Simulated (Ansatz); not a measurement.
Mulliken charges of `NB(Br)O[SiH3]` from r2SCAN/def2-TZVPP in Ansatz (PBE0-D4/def2-TZVP geometry).

```csv
atom,x (Å),y (Å),z (Å),charge (e)
N1,-0.339,1.270,1.735,-0.322
B2,0.227,0.470,0.748,0.345
Br3,2.156,0.137,0.820,-0.189
O4,-0.513,-0.073,-0.245,-0.416
Si5,-0.141,-1.042,-1.534,0.422
H6,0.193,1.682,2.478,0.180
H7,-1.324,1.474,1.745,0.179
H8,-1.421,-1.282,-2.240,-0.072
H9,0.816,-0.358,-2.437,-0.064
H10,0.429,-2.329,-1.068,-0.064
```

Task: By hand: the dipole of these point charges (1 e Å = 4.8032 D).

Result: Σ q r = (-0.246, 0.149, 0.143) e Å, of length 0.321 e Å = 1.54 D.

Task: How does the dipole of the full density compare? (Estimate.)

Result: Ansatz gave: (-0.346, 0.187, 0.170) e Å, 2.06 D; the point charges give 0.75 times that, at 4° from its direction.

Point charges leave out the atoms' own dipoles, such as those of lone pairs, and Mulliken's split depends on the basis, so the two needn't agree.
